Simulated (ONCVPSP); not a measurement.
**Plane-wave convergence, ONCV potential for Hf (Z = 72)**

| Item | Value |
| --- | --- |
| Element | Hf (Z = 72) |
| Generator | ONCVPSP 4.0.1 |
| Type | optimised norm-conserving Vanderbilt (ONCV) |
| Functional | LDA (Perdew-Zunger) |
| Relativity | scalar-relativistic |
| Frozen core | [Kr] 4d10 |
| Valence charge | 26 |
| Reference configuration | 4f14 5s2 5p6 5d2 6s2 |
| Partial waves | 5s+6s: rc 1.85 bohr, ncon 3, nbas 7, qcut 8.3 1/bohr, 3 projectors, debl 3 Ha; 5p: rc 1.30 bohr, ncon 4, nbas 7, qcut 5.3 1/bohr, 2 projectors, debl 0.6 Ha; 5d: rc 2.75 bohr, ncon 3, nbas 8, qcut 5.4 1/bohr, 3 projectors, debl 1.4 Ha; 4f: rc 1.20 bohr, ncon 4, nbas 9, qcut 13 1/bohr, 3 projectors, debl 1 Ha |
| Local potential | polynomial inside 1.00 bohr (lpopt 1, dvloc0 0 Ha) |
| Core correction | Teter function, fcfact 5.25, rcfact 1.25 |

In the p channel the program set the typed energies aside and used -1.312, 0.250 Ha.

Q: For each optimised wave give the share of its norm inside rc, the residual kinetic energy above qcut (Ha) and the cutoffs (Ha) for errors of 10, 1, 0.1 and 0.01 mHa per electron.

A:

```json
{"wave": "5s", "norm inside rc": "0.955", "residual KE": "3.4e-08", "10 mHa": "16.2", "1 mHa": "21.2", "0.1 mHa": "25.2", "0.01 mHa": "28.4"}
{"wave": "6s", "norm inside rc": "0.063", "residual KE": "1.0e-08", "10 mHa": "12.1", "1 mHa": "18.2", "0.1 mHa": "22.9", "0.01 mHa": "26.7"}
{"wave": "s projector 3", "norm inside rc": "0.109", "residual KE": "1.1e-07", "10 mHa": "16.5", "1 mHa": "21.9", "0.1 mHa": "26.1", "0.01 mHa": "29.4"}
{"wave": "5p", "norm inside rc": "0.514", "residual KE": "2.1e-02", "10 mHa": "20.4", "1 mHa": "75.2", "0.1 mHa": "89.5", "0.01 mHa": "121.8"}
{"wave": "p projector 2", "norm inside rc": "0.074", "residual KE": "5.6e-03", "10 mHa": "7.6", "1 mHa": "32.5", "0.1 mHa": "84.4", "0.01 mHa": "122.5"}
{"wave": "5d", "norm inside rc": "0.671", "residual KE": "3.0e-07", "10 mHa": "7.2", "1 mHa": "9.4", "0.1 mHa": "11.2", "0.01 mHa": "12.8"}
{"wave": "d projector 2", "norm inside rc": "0.209", "residual KE": "3.5e-06", "10 mHa": "8.3", "1 mHa": "10.6", "0.1 mHa": "12.4", "0.01 mHa": "14.1"}
{"wave": "d projector 3", "norm inside rc": "0.206", "residual KE": "2.2e-05", "10 mHa": "10.0", "1 mHa": "12.1", "0.1 mHa": "13.7", "0.01 mHa": "15.1"}
{"wave": "4f", "norm inside rc": "0.916", "residual KE": "3.6e-04", "10 mHa": "72.1", "1 mHa": "80.9", "0.1 mHa": "174.0", "0.01 mHa": "281.2"}
{"wave": "f projector 2", "norm inside rc": "0.004", "residual KE": "6.9e-06", "10 mHa": "46.4", "1 mHa": "62.9", "0.1 mHa": "74.3", "0.01 mHa": "83.3"}
{"wave": "f projector 3", "norm inside rc": "0.026", "residual KE": "1.1e-04", "10 mHa": "63.2", "1 mHa": "75.6", "0.1 mHa": "85.2", "0.01 mHa": "137.9"}
```

The occupied waves need 81 Ha and 174 Ha for 1 and 0.1 mHa. Rows with under 1 % of the norm inside rc give no meaningful cutoff. 1 of 4 tests not solved or not reliable.
